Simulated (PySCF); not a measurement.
Compound: C5H9FO.
Z-matrix (Å and degrees, PBE0-D3(BJ)/def2-SVP geometry), rows numbered from 1:
```
C 
C   1  1.3321
C   2  1.4905  1  124.62
O   3  1.4139  2  109.08  1   130.04
C   4  1.3694  3  114.60  2   171.12
C   5  1.5021  4  109.24  3   172.75
F   5  1.3837  4  109.81  3   -67.56
H   1  1.0929  2  121.48  3   177.54
H   1  1.0950  2  121.52  3    -2.15
H   2  1.0962  1  120.31  3  -178.43
H   3  1.1076  2  110.84  1     8.21
H   3  1.1060  2  109.58  1  -110.36
H   5  1.1101  4  110.85  3    48.55
H   6  1.0991  5  108.99  4    57.10
H   6  1.0980  5  110.26  4   177.00
H   6  1.0984  5  110.15  4   -62.24
```

All values: PBE0/def2-SVPD (PySCF, non-relativistic), on one gas-phase PBE0-D3(BJ)/def2-SVP geometry that isn't relaxed in the solvent. The solvent is an IEF-PCM continuum (van der Waals radii × 1.2), and excitations are vertical TDDFT with non-equilibrium linear response and a frozen core. Specific hydrogen bonds and non-electrostatic terms are outside this model.

```
run  E − E(gas) (kcal/mol)  HOMO (eV)  HOMO–LUMO gap (eV)  dipole (D)  lowest singlet (eV)  static polarisability (au)
gas                   0.00      -7.74                7.70        1.45                 6.98                        69.5
  P                  -3.32      -7.69                7.71        1.80                 6.94                        83.5
  Q                  -4.79      -7.70                7.71        2.01                 6.95                        90.7
```

**Question.** The runs were made in chloroform and water. Which run belongs to which solvent?

**Answer.** P = chloroform, Q = water. The dielectric constants are 4.711 (chloroform), 78.36 (water), and the energy falls further as ε rises. The optical constants n² used for the excitations are 2.09, 1.78 in the same order. In this model the ground state sees the solvent through ε alone.

**Question.** How constant is the ratio of the lowering to (ε − 1)/(2ε + 1)?

**Answer.** 
```csv
solvent,(ε − 1)/(2ε + 1),E − E(gas) (kcal/mol),ratio (kcal/mol),polarisation term (kcal/mol)
chloroform,0.356,-3.32,-9.3,-3.65
water,0.490,-4.79,-9.8,-5.54
```

The ratio changes by +4.7 % in size from chloroform to water. The polarisation term is half the interaction of the solute with the induced surface charges.

Time: 28 s. Hardware: one thread of an Arm Neoverse V2 (shared host). This is the whole response run at PBE0/def2-SVPD in water, SCF included.
